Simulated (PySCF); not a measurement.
**Broadened absorption spectrum of [CrO3(OH)]-**

Species: [CrO3(OH)]- (charge -1 and singlet state).
Bonds: Cr1–O2, Cr1–O3, Cr1–O4, Cr1–O5. Hydrogens: H6 on O5.

Computed, not measured: TDDFT wB97X-D/def2-SVPD, vertical, gas phase, core orbitals frozen in the response (PySCF 2.14.0, density-fitted response routines). Isolated species at its PBE0-D3(BJ)/def2-SVP geometry, gas phase. The geometry's basis has no diffuse functions, a weakness for an anion.

Computed states:

```json
{"state": "S1", "E (eV)": "3.46", "f": "0.0011"}
{"state": "S2", "E (eV)": "3.54", "f": "0.0011"}
{"state": "S3", "E (eV)": "4.09", "f": "0.0024"}
{"state": "S4", "E (eV)": "4.21", "f": "0.011"}
{"state": "S5", "E (eV)": "4.39", "f": "0.0052"}
{"state": "S6", "E (eV)": "4.42", "f": "0.0046"}
{"state": "S7", "E (eV)": "4.73", "f": "0.0000"}
{"state": "S8", "E (eV)": "5.03", "f": "0.0024"}
{"state": "S9", "E (eV)": "5.05", "f": "0.0084"}
{"state": "S10", "E (eV)": "5.12", "f": "0.0001"}
{"state": "S11", "E (eV)": "5.33", "f": "0.0068"}
{"state": "S12", "E (eV)": "5.34", "f": "0.0049"}
{"state": "S13", "E (eV)": "5.67", "f": "0.0094"}
{"state": "S14", "E (eV)": "5.68", "f": "0.0000"}
{"state": "S15", "E (eV)": "5.77", "f": "0.0004"}
```

Each state is given a Gaussian of 0.3 eV full width at half maximum, with ε(max) = 2.175×10⁸ f / Δν̃ (Δν̃ the width in cm⁻¹). The width is an assumption, not a result. The curve ends short of the highest state used, and states not computed would add to its high-energy end.

Question: Give the broadened spectrum and its maxima.

Answer: 
λ (nm), ε (L mol⁻¹ cm⁻¹) and a bar:
```
    240.0       1063 ######################
    244.0       1082 ######################
    248.0        956 ###################
    251.9        632 #############
    255.9        300 ######
    259.9        117 ##
    263.9         92 ##
    267.9        205 ####
    271.9        452 #########
    275.9        786 ################
    279.9       1112 #######################
    283.8       1346 ###########################
    287.8       1473 ##############################
    291.8       1478 ##############################
    295.8       1355 ############################
    299.8       1120 #######################
    303.8        827 #################
    307.8        547 ###########
    311.8        326 #######
    315.7        179 ####
    319.7         91 ##
    323.7         48 #
    327.7         35 #
    331.7         43 #
    335.7         66 #
    339.7         99 ##
    343.7        136 ###
    347.6        166 ###
    351.6        186 ####
    355.6        189 ####
    359.6        177 ####
    363.6        152 ###
    367.6        122 ##
    371.6         91 ##
    375.6         63 #
    379.5         42 #
    383.5         26 #
    387.5         15 
    391.5          8 
    395.5          4 
    399.5          2 
    403.5          1 
    407.5          0 
    411.4          0
```

Maxima: 355 nm (3.50 eV), ε about 190, made up of S1 (52%) and S2 (48%); 290 nm (4.28 eV), ε about 1500, made up of S4 (60%), S5 (21%) and S6 (15%); 244 nm (5.09 eV), ε about 1100, made up of S8 (18%) and S9 (66%) (ε in L mol⁻¹ cm⁻¹; maxima over ε = 5, shares over 10%). At its high-energy end, 5.17 eV, the curve is still rising (ε about 1100, from S8, S9, S11 and S12).

Question: On this curve, what absorbance would a 10⁻³ mol/L sample give at 248 nm over a 1 cm path?

Answer: 248 nm is 4.999 eV, where ε is about 960 L mol⁻¹ cm⁻¹, so A = ε c l ≈ 0.96 (Beer–Lambert, with the gas-phase spectrum and the assumed width).

Question: Coming from long wavelengths, where does ε first pass 100 L mol⁻¹ cm⁻¹?

Answer: At about 370 nm (3.35 eV), 0.12 eV below S1.

Question: What would ε be at 4.28 eV, the highest of these maxima, with half the width (0.15 eV)?

Answer: About 1460 L mol⁻¹ cm⁻¹ against 1490, a factor of about 1.0; a lone state at its own centre would give exactly 2.

No detachment energy is given for this anion; states above it aren't bound, and a finite basis only mimics them.

Time: 18 s wall. Hardware: one thread of an Arm Neoverse V1, shared host.
